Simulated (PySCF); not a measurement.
A run for PySCF: R-B3LYP/3-21G on C2H3N (SMILES CC#N).

```python
from pyscf import gto, scf, dft, mp
from pyscf.data.elements import chemcore

mol = gto.M(
    atom='''
    C     1.05543887   -0.33383603    3.80619612
    C     0.14399807    0.72646476    3.40956321
    N    -0.57502539    1.56194579    3.08293089
    H     1.40317978   -0.85830287    2.91685964
    H     1.91330185    0.08669989    4.33154478
    H     0.54817705   -1.03749300    4.46670654
    ''',
    basis='3-21g',
    charge=0, spin=0, verbose=3, max_memory=1800)
mf = dft.RKS(mol, xc='b3lyp')
mf.conv_tol = 1e-8
mf.max_cycle = 100
mf.kernel()
if not mf.converged:
    mf = mf.newton().run(mf.mo_coeff, mf.mo_occ)
```

Program output:

```
converged SCF energy = -132.027059968481
```

Self-consistency was reached.

Cost: around 1.0 core-seconds (rough).
